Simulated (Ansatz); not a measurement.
(Me)3Sn-O-SiH3 (C3H12OSiSn), 18 atoms. Hardware: 4 threads of Arm Neoverse V1 on a shared host.

In the def2 sets Sn takes a core potential; there is no spin–orbit coupling. Correlated methods freeze 13 core orbitals; core or outer-core shells of Sn are correlated, in sets that lack core-valence functions.

(1) How many basis functions does each of these Ansatz runs have, and roughly what does it cost? CCSD(T)/def2-SVP, charge 0 singlet, energy, from earlier orbitals; r2SCAN-D4/def2-SVP, charge 0 singlet, relaxation, 10 steps; PBE0-D4/def2-TZVP, charge 0 singlet, energy, from earlier orbitals; BHLYP-D4/def2-TZVP, charge 0 singlet, energy, from earlier orbitals; PBE-D4/def2-SVP, charge 0 singlet, energy, from earlier orbitals; PBE-D4/def2-TZVP, charge 0 singlet, energy and forces, from earlier orbitals; B97M-V/def2-TZVP, charge 0 singlet, energy, from earlier orbitals; r2SCAN0-D4/def2-TZVP, charge 0 singlet, energy, from earlier orbitals; MP2/def2-TZVP, charge 0 singlet, energy, from earlier orbitals; r2SCAN-D4/def2-TZVP, charge 0 singlet, energy, from earlier orbitals; PBE0-D4/def2-SVP, charge 0 singlet, energy, from earlier orbitals.

Results:

(1) Other jobs shared the machine, so times can vary by a factor of up to 3. A dash marks memory too small to be measured apart from the calling script's.

```
                                                                         run  functions  fitting or Cholesky vectors  wall time  peak host memory (GiB)
            PBE-D4/def2-SVP, charge 0 singlet, energy, from earlier orbitals        160                         1800      2.1 s                       –
           PBE0-D4/def2-SVP, charge 0 singlet, energy, from earlier orbitals        160                         1863      3.2 s                       –
PBE-D4/def2-TZVP, charge 0 singlet, energy and forces, from earlier orbitals        283                         1859      4.8 s                       –
         BHLYP-D4/def2-TZVP, charge 0 singlet, energy, from earlier orbitals        283                         2130        7 s                     1.1
          PBE0-D4/def2-TZVP, charge 0 singlet, energy, from earlier orbitals        283                         1948        7 s                       1
              MP2/def2-TZVP, charge 0 singlet, energy, from earlier orbitals        283                         2080      7.5 s                    0.92
        r2SCAN-D4/def2-TZVP, charge 0 singlet, energy, from earlier orbitals        283                         1859      7.5 s                       –
       r2SCAN0-D4/def2-TZVP, charge 0 singlet, energy, from earlier orbitals        283                         1948       11 s                     1.1
           B97M-V/def2-TZVP, charge 0 singlet, energy, from earlier orbitals        283                         1859       19 s                     0.6
                  r2SCAN-D4/def2-SVP, charge 0 singlet, relaxation, 10 steps        160                         1800       32 s                       –
           CCSD(T)/def2-SVP, charge 0 singlet, energy, from earlier orbitals        160                         1696       67 s                     1.8
```
